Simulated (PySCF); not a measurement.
Si(F)(Me)2(SH) (C2H7FSSi), SMILES C[Si](C)(F)S. Coordinates come from a TPSSh-D3(BJ)/def2-SVP optimisation. This is a generated structure with no PubChem entry under its InChIKey; it may be hypothetical. The values are those of a single conformer.

Computed equilibrium geometry at TPSSh-D3(BJ)/def2-SVP (PySCF confirms it by a frequency run) as bond lengths and angles (one conformer of several):
Atoms: C1 Si2 C3 F4 S5 H6 H7 H8 H9 H10 H11 H12. Bonds (Å): C1–Si2 1.867, C1–H6 1.103, C1–H7 1.101, C1–H8 1.103, Si2–C3 1.867, Si2–F4 1.635, Si2–S5 2.159, C3–H9 1.101, C3–H10 1.103, C3–H11 1.103, S5–H12 1.353. Bond angles (°): Si2–C1–H6 110.9, Si2–C1–H7 110.7, Si2–C1–H8 110.7, H6–C1–H7 108.0, H6–C1–H8 107.9, H7–C1–H8 108.5, C1–Si2–C3 112.6, C1–Si2–F4 108.3, C1–Si2–S5 111.9, C3–Si2–F4 108.3, C3–Si2–S5 111.8, F4–Si2–S5 103.4, Si2–C3–H9 110.7, Si2–C3–H10 110.9, Si2–C3–H11 110.7, H9–C3–H10 108.0, H9–C3–H11 108.6, H10–C3–H11 107.9, Si2–S5–H12 93.5.
Charge 0, spin multiplicity 1.
